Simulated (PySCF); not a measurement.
Simulated O 1s region for `[O]=[V]([O-])([O-])[OH]`, binding energy against the vacuum level.

Every computed line was given a Gaussian of 0.5 eV full width at half maximum and an area set by the number of equivalent atoms; the highest printed point is 100. Method: delta-SCF UKS SCAN, pcX-2 on the ionised atom, pcseg-1 elsewhere, spin-free X2C (PySCF).

```tsv
binding energy (eV)	intensity
523.6	1
523.7	2
523.8	7
523.9	19
524.0	40
524.1	68
524.2	92
524.3	100
524.4	87
524.5	61
524.6	34
524.7	15
524.8	5
524.9	2
525.0	0
525.1	0
525.2	0
525.3	0
525.4	0
525.5	0
525.6	0
525.7	0
525.8	0
525.9	0
526.0	0
526.1	0
526.2	0
526.3	1
526.4	4
526.5	9
526.6	18
526.7	27
526.8	33
526.9	32
527.0	25
527.1	16
527.2	8
527.3	3
527.4	1
527.5	0
```

Problem. How many maxima does the curve show, and how many computed lines lie under it?

Solution. The curve has 2 maxima (at 524.3 and 526.8 eV). Under it lie 2 lines from 2 inequivalent oxygen sites.

Problem. Decompose the envelope and assign each component. Numbering: `[O:1]=[V:2]([O-:3])([O-:4])[OH:5]`.

Solution. 
```
position (eV)  relative area  line     atoms         environment
       524.29              3  O 1s  O1/O3/O4  oxygen bonded to V
       526.84              1  O 1s        O5     hydroxyl oxygen
```

Problem. What are the centre and the root-mean-square width of the whole band?

Solution. The area-weighted mean of the lines is 524.93 eV. Their own spread about it is 1.11 eV (rms) and each Gaussian has σ = 0.5/2.355 = 0.21 eV; the variances add, which gives 1.13 eV.

The listed O 1s values span 2.55 eV, from O1/O3/O4 (bonded to V) to O5 (bonded to H and V).

The curve has no shake-up lines and no vibrational structure. One atom of each set of topologically equivalent atoms was ionised and stands for the set; in this conformer not all members are related by symmetry, and their own values weren't computed. The species carries charge -2, so core ionisation leaves charge -1. The basis sets have no added diffuse functions. Geometry: PBE0-D3(BJ)/def2-SVP; no solvent, vibrations or thermal averaging. Whether so highly charged an anion holds all its electrons in the gas phase wasn't checked; a finite basis holds them in any case. The ion is multiply charged and computed without counter-ions or solvent. The geometry's basis has no diffuse functions, a weakness for an anion.

Shape of the structure used: `[O:1]=[V:2]([O-:3])([O-:4])[OH:5]`: H–O5–V2–O1 -118°.
